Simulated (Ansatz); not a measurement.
Geometry optimisation, RKS r2SCAN/def2-SVP in Ansatz.

Input:

```yaml
crystal:
  periodic: [false, false, false]
  atoms:
    - { symbol: Ga, position_ang: [-0.93433, 0.095785, -0.702761] }
    - { symbol: F, position_ang: [0.997595, 1.237968, 1.410448] }
    - { symbol: "N", position_ang: [0.244261, -1.06948, -0.338483] }
    - { symbol: H, position_ang: [1.210623, 0.377837, 1.179385] }
    - { symbol: H, position_ang: [-1.823376, 1.330783, -0.73881] }
    - { symbol: H, position_ang: [0.305127, -1.972893, -0.809679] }
basis:
  gaussian: { orbitals: def2-SVP }
hamiltonian:
  xc: r2scan
relax:
  f_tol: 0.03
  max_steps: 50
```

Launched with:

```bash
$ ansatz run input.yaml --threads 2 --pin off --max-ram 3072MiB --backend cpu --events-out ev --progress --plain --runs-dir out
```

Task: Where does it end, and by what steps?

Result: The run converged. After 15 steps the energy has fallen by 3.112 eV; H4 moved furthest, 1.59 Å. Parted: F2–H4. Joined: Ga1–F2, N3–H4.

| step | energy less start (eV) | largest force component (eV/Å) | accepted |
| --- | --- | --- | --- |
| 0 | 0.0000 | 1.213 | yes |
| 1 | -0.1840 | 0.861 | yes |
| 2 | -0.3740 | 1.321 | yes |
| 3 | -0.5722 | 0.739 | yes |
| 4 | -0.7130 | 1.696 | yes |
| 5 | -1.1980 | 2.183 | yes |
| 6 | -1.6196 | 4.976 | yes |
| 7 | -2.3479 | 2.775 | yes |
| 8 | -2.7960 | 1.396 | yes |
| 9 | -2.9962 | 0.636 | yes |
| 10 | -3.0715 | 0.655 | yes |
| 11 | -3.0394 | 0.671 | no |
| 12 | -3.1027 | 0.234 | yes |
| 13 | -3.1114 | 0.046 | yes |
| 14 | -3.1111 | 0.030 | no |
| 15 | -3.1120 | 0.008 | yes |

```xyz
6
Properties=species:S:1:pos:R:3
Ga -0.468 0.673 -0.015
F 0.236 1.802 1.134
N 0.457 -0.866 -0.097
H 1.283 -1.040 0.465
H -1.731 1.084 -0.795
H 0.224 -1.653 -0.691
```

Whether the end is a true minimum wasn't checked by a vibrational analysis.

Run time: 32 s on 2 threads of Arm Neoverse V1 (shared host), peak memory 0.16 GiB.
